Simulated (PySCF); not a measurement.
**GaCl2: bending curve**

Level of theory: UwB97X/[Ga def2-TZVP, Cl def2-TZVP], no relativity, density fitting, PySCF.

Rigid scan from the doublet minimum (Ga–Cl 2.155 Å (×2); Cl–Ga–Cl 119.2°). Coordinate: the Cl–Ga–Cl angle, bonds fixed. Energies in kJ/mol from the minimum.

Problem. Predict the curve at 80, 90, 100, 110, 120, 130, 140, 150, 160, 170, 180.

Solution. 
```json
{"bond angle (°)": "80", "E (kJ/mol)": "107.7", "dipole size (D)": "3.53", "⟨S²⟩": "0.75"}
{"bond angle (°)": "90", "E (kJ/mol)": "47.8", "dipole size (D)": "3.08", "⟨S²⟩": "0.75"}
{"bond angle (°)": "100", "E (kJ/mol)": "17.7", "dipole size (D)": "2.63", "⟨S²⟩": "0.75"}
{"bond angle (°)": "110", "E (kJ/mol)": "3.6", "dipole size (D)": "2.17", "⟨S²⟩": "0.75"}
{"bond angle (°)": "120", "E (kJ/mol)": "0.0", "dipole size (D)": "1.71", "⟨S²⟩": "0.75"}
{"bond angle (°)": "130", "E (kJ/mol)": "4.2", "dipole size (D)": "1.25", "⟨S²⟩": "0.75"}
{"bond angle (°)": "140", "E (kJ/mol)": "14.4", "dipole size (D)": "0.82", "⟨S²⟩": "0.75"}
{"bond angle (°)": "150", "E (kJ/mol)": "28.9", "dipole size (D)": "0.43", "⟨S²⟩": "0.76"}
{"bond angle (°)": "160", "E (kJ/mol)": "45.1", "dipole size (D)": "0.14", "⟨S²⟩": "0.76"}
{"bond angle (°)": "170", "E (kJ/mol)": "58.9", "dipole size (D)": "0.00", "⟨S²⟩": "0.76"}
{"bond angle (°)": "180", "E (kJ/mol)": "64.4", "dipole size (D)": "0.00", "⟨S²⟩": "0.76"}
```

With the bonds held, the linear shape lies 64.4 kJ/mol from the minimum.

Other isomers or separated fragments may lie lower.

The scan took 42 s on 2 threads of a shared Arm Neoverse V2 host; the process peaked at 1.1 GiB. Launch command: `OMP_NUM_THREADS=2 python axn.py task.json out`.
